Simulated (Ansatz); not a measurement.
A made-up structure of CH2OTe, singlet:

O1  (-1.424, 0.422, 0.105)
C2  (-0.579, -0.412, 0.139)
Te3  (1.518, -0.075, -0.174)
H4  (-0.787, -1.481, 0.342)
H5  (-0.364, 0.577, 0.454)
(Å)

It is relaxed with PBE-D4/def2-SVP and then PBE0-D4/def2-TZVP (Ansatz 0.2.0). Atoms count as bonded within 1.22 times the sum of their covalent radii (H–H: 0.88 Å). The end point is not checked to be a true minimum.

(1) Does its bonding change? (Judge from chemistry; the calculation decides.)

Results:

(1) By the calculation: Yes. Formed: none; broken: C2–H5.

Where it ends: The first stage lowers the energy by 3.46 eV in 13 steps. It ends as CH₂OTe ([OH][CH][Te]):
| atom | x (Å) | y (Å) | z (Å) |
| --- | --- | --- | --- |
| O1 | -1.2342 | 0.3775 | 0.3178 |
| C2 | -0.3645 | -0.5962 | 0.1596 |
| Te3 | 1.5857 | -0.4111 | -0.0860 |
| H4 | -0.8653 | -1.5620 | 0.1803 |
| H5 | -0.7579 | 1.2238 | 0.2947 |

Labels in which every atom is bracketed show which atoms are joined, not bond orders.

For scale, one of the runs: PBE0-D4/def2-TZVP relaxation, 124 basis functions, launched by `ansatz run in.yaml --threads 2 --pin off --events-out ev --progress --plain --max-ram 4352MiB`. The run took about 5.5 s on 2 CPU threads of an AMD EPYC 9R45 (shared host).
